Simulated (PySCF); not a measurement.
**Two-dimensional NMR puzzle**

Compound of formula C₄H₁₁FO₂Si. Correlations simulated from computed shifts and the bond graph:

HSQC (one-bond C–H):
```
  δH     δC
4.75  119.6
3.83   73.8
3.80   57.2
1.32   21.0
```

COSY cross peaks (H two or three bonds apart, from the bond graph; peaks can be absent where the dihedral angle is near 90°):
```
  δH    δH
4.75  3.83
3.83  1.32
```

HMBC (two and three bonds, from the bond graph):
```
  δH                δC
4.75  73.8, 57.2, 21.0
4.74              73.8
3.83       119.6, 21.0
3.80             119.6
1.32       119.6, 73.8
```

- GIAO PBE0/pcSseg-1 shieldings
- coordinates at the GFN2-xTB level
- code: PySCF
- single conformer, no relativistic terms, averaged over atoms made equivalent by symmetry, fast rotation or ring inversion, gas phase

References, each an isolated molecule treated in the same way: 1H, 13C vs TMS.

Exchangeable hydrogens are left out of these lists.

Question: Assemble the structure.

Answer: `[SiH3]O[C@H]([C@@H](OC)F)C`.

Structure with atom numbers: `[CH3:1][O:2][C@@H:3]([F:4])[C@H:5]([CH3:6])[O:7][SiH3:8]`. Hydrogens are named by the atom that carries them.

δC 119.6 is C3, an sp3 CH bonded to F and O (δH 4.75). δC 73.8 is C5, an sp3 CH bonded to O (δH 3.83). δC 57.2 is C1, a methyl carbon bonded to O (δH 3.80). δC 21.0 is C6, a methyl carbon (δH 1.32). COSY links 4.75–3.83, 3.83–1.32.

The data come from this structure; uniqueness wasn't tested.

Shifts are as computed. Against solution values, carbons near 30 ppm lie about +3 ppm off and those near 130 ppm about +5 ppm. Of 1211 compounds with measured shifts, 218 miss one by over three times the rms of a fit or turn the order of signals round; such compounds aren't used in these exercises.
